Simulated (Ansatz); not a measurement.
`[NH2][Al]([OH])[OH]`, relaxed with RKS PBE-D4/def2-SVP in the Gaussian-basis code of Ansatz from a rough embedded geometry. The force threshold is 0.03 eV/Å; the program also tests the step.

Total charge 0; spin multiplicity 1.

Start:

```xyz
8

N    -0.146   -1.424   -0.678
Al   -0.053    0.363   -0.165
O    -1.555    1.371   -0.209
O     1.449    1.114    0.400
H     0.583   -1.554   -1.501
H     0.236   -2.047    0.078
H    -2.012    1.245    0.709
H     1.498    0.932    1.366
```

| step | energy (eV) | largest force (eV/Å) | largest move (Å) |
| --- | --- | --- | --- |
| 1 | -12232.6122 | 2.428 | 0.000 |
| 2 | -12232.8293 | 1.861 | 0.159 |
| 3 | -12233.0496 | 0.624 | 0.200 |
| 4 | -12233.1564 | 0.381 | 0.200 |
| 5 | -12233.2289 | 1.111 | 0.196 |
| 6 | -12233.3770 | 0.591 | 0.200 |
| 7 | -12233.5098 | 0.489 | 0.200 |
| 8 | -12233.6080 | 0.187 | 0.200 |
| 9 | -12233.6267 | 0.568 | 0.135 |
| 10 | -12233.6488 | 0.106 | 0.097 |
| 11 | -12233.6502 | 0.077 | 0.049 |
| 12 | -12233.6512 | 0.046 | 0.020 |
| 13 (rejected) | -12233.6511 | 0.020 | 0.023 |
| 14 | -12233.6512 | 0.002 | 0.008 |

End:

```xyz
8

N     0.050   -1.339   -0.629
Al    0.072    0.257    0.150
O    -1.256    1.348    0.172
O     1.529    0.723    0.930
H    -0.728   -1.762   -1.134
H     0.852   -1.972   -0.626
H    -2.114    1.163   -0.237
H     1.595    1.582    1.374
```

Hardware: 2 threads of a server CPU on a shared host. Wall time 7 s, peak host memory 0.16 GiB.
